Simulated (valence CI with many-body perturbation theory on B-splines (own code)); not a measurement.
Results of a calculation; reference values are marked as such.
# Tm²⁹⁺: input, log and results

Level of theory: valence CI with perturbative core correlation (CI+MBPT): four valence electrons over a frozen Dirac-Fock core [Kr], a basis of 6 s, 6 p, 5 d, 5 f, 1 g functions for each j, with the one-electron correlation potential Σ1 (screened to all orders), the two-electron term Σ2, the three-electron term Σ3, Breit, model QED; selected single and double excitations, second order for the rest, scaled by the run's own slope (own B-spline code, finite nucleus).

Command, and the settings that its task file holds:

```sh
python run_cv.py task.json out
```

```
atom Tm  Z=69  mass_number=169  rms_radius_fm=5.2256
core [Kr]
valence 4d4
avg = 1
basis = S
breit = 1
cap = 10000
capref = 1200
cscale = 1
de = 0.0
dress = 0
eps = 2e-08
extrap = 1
h = 0.27
hh = 1
l2 = 3
lcore = 6
maxit = 60
n2 = 5
natural = 1
nlev = 21
nno = [3, 3, 3, 3, 1]
nroot = 26
nsp = [3, 3, 2, 2, 0]
pt2 = 1
qed = 1
rpa = 1
s1 = 1
s2 = 1
s3 = 1
screen = 1
tol = 0.001
whole = 1
```

It took 59 s on 1 thread of Arm Neoverse N1, with other jobs on the host.

Log. The first blocks belong to the next ion, which gives the ionisation energy. Fields: 2J, parity (1 odd), roots, reference size, generating configurations, candidates as configurations/state functions, variational space P, stored matrix elements, Davidson steps; e2 is the range of second-order energies in hartree. The first line gives the box (bohr), its intervals, the orbitals and the steps of their self-consistent field. Window is the range of levels sought, series limit the energy at which the first omitted orbital would enter, core excitation an estimate of the first excitation out of the core, left out the lowest levels not solved, and shifts from estimates the range by which levels moved from their first estimate, all in cm⁻¹.

```
rmax 5.0 intervals 59 orbitals 40 references ['4d4', '4d3 4f', '4d3 5s', '4d2 4f2', '4d3 5p'] scf 5 t 2.2
2J=3 par=0 roots 2 ref 38 generators 5 cand 1144/2800 P 421/999 nnz 0 it 0
2J=3 par=0 roots 2 ref 38 generators 9 cand 1381/3309 P 706/1763 nnz 0 it 3
   second order: generators 12 cand 1722/3985 e2 -0.00001 -0.00000
2J=5 par=0 roots 2 ref 44 generators 4 cand 1151/3290 P 324/996 nnz 0 it 0
2J=5 par=0 roots 2 ref 44 generators 7 cand 1844/5057 P 696/2080 nnz 0 it 3
   second order: generators 11 cand 1774/4698 e2 -0.00001 -0.00000
reference levels 735, estimated 32, window 298361 1/cm; series limit 4896659, core excitation 1105300
2J=0 par=0 roots 3 ref 28 generators 7 cand 2713/6272 P 1043/1954 nnz 0 it 2
2J=0 par=0 roots 3 ref 28 generators 10 cand 2549/5932 P 1325/2758 nnz 1e+06 it 2
   second order: generators 15 cand 3573/8082 e2 -0.00002 -0.00001
2J=2 par=0 roots 4 ref 51 generators 8 cand 3173/18949 P 735/3566 nnz 3e+06 it 2
2J=2 par=0 roots 4 ref 51 generators 10 cand 2940/17932 P 1156/6044 nnz 6.2e+06 it 4
   second order: generators 13 cand 4178/25085 e2 -0.00003 -0.00002
2J=4 par=0 roots 6 ref 88 generators 10 cand 3363/29037 P 535/3615 nnz 3e+06 it 2
2J=4 par=0 roots 6 ref 88 generators 11 cand 3198/28006 P 1252/8776 nnz 1.3e+07 it 5
   second order: generators 17 cand 3821/35219 e2 -0.00004 -0.00002
2J=8 par=0 roots 6 ref 91 generators 8 cand 3315/32382 P 502/3588 nnz 3.1e+06 it 2
2J=8 par=0 roots 6 ref 91 generators 11 cand 3180/31375 P 1168/8462 nnz 1.3e+07 it 5
   second order: generators 18 cand 4252/46424 e2 -0.00005 -0.00002
2J=6 par=0 roots 5 ref 85 generators 8 cand 3350/33114 P 456/3614 nnz 3.2e+06 it 2
2J=6 par=0 roots 5 ref 85 generators 10 cand 3221/32085 P 1103/8657 nnz 1.4e+07 it 4
   second order: generators 15 cand 3926/42385 e2 -0.00004 -0.00002
2J=10 par=0 roots 2 ref 67 generators 5 cand 2826/25560 P 540/3573 nnz 3.2e+06 it 2
2J=10 par=0 roots 2 ref 67 generators 8 cand 3017/26133 P 863/5566 nnz 6.7e+06 it 3
   second order: generators 12 cand 4046/39731 e2 -0.00003 -0.00003
2J=12 par=0 roots 2 ref 55 generators 4 cand 2488/19032 P 748/3375 nnz 2.8e+06 it 2
2J=12 par=0 roots 2 ref 55 generators 8 cand 2601/19348 P 874/4082 nnz 3.6e+06 it 3
   second order: generators 11 cand 3815/31786 e2 -0.00003 -0.00003
left out: unestimated 437587, estimated 359930, shifts from estimates -84 to 0
operators 4.8
```

The Davidson iterations converged.

The last digits are not significant, and no measured levels were compared; by estimate large intervals hold to a few tenths of a per cent, small ones and those within an open d or f shell to about a per cent. Only levels of the ground parity were solved; by the run's estimate the other parity begins above the list, which can be wrong where configurations are misplaced.

```
Valence energy                            : -174.0438 hartree
Ionisation energy                         : 1111.3 eV (NIST: 1110 ± 4 eV (theoretical))
Reference configurations for the orbitals : 4d4, 4d3 4f, 4d3 5s, 4d2 4f2, 4d3 5p
Radial orbitals                           : 40
Box radius                                : 4.978 bohr
Largest variational space                 : 8776
Lowest levels                             : (4d3/2^4) J=0 0.000, (4d3/2^3 4d5/2) J=1 8.913, (4d3/2^3 4d5/2) J=2 12.932, (4d3/2^3 4d5/2) J=4 13.329, (4d3/2^3 4d5/2) J=3 14.370, (4d3/2^2 4d5/2^2) J=0 21.174, (4d3/2^2 4d5/2^2) J=4 [a] 22.119, (4d3/2^2 4d5/2^2) J=2 [a] 22.229, (4d3/2^2 4d5/2^2) J=3 [a] 22.731, (4d3/2^2 4d5/2^2) J=5 24.392, (4d3/2^2 4d5/2^2) J=1 25.282, (4d3/2^2 4d5/2^2) J=6 25.594, (4d3/2^2 4d5/2^2) J=4 [b] 27.005, (4d3/2^2 4d5/2^2) J=3 [b] 27.077 eV
```

Levels are named by their leading jj configuration (3d3/2^4 stands for four electrons in 3d with j = 3/2), which in mixed levels can hold well under half, so a name can repeat and another be missing. Letters in brackets count levels of one name in rising energy.
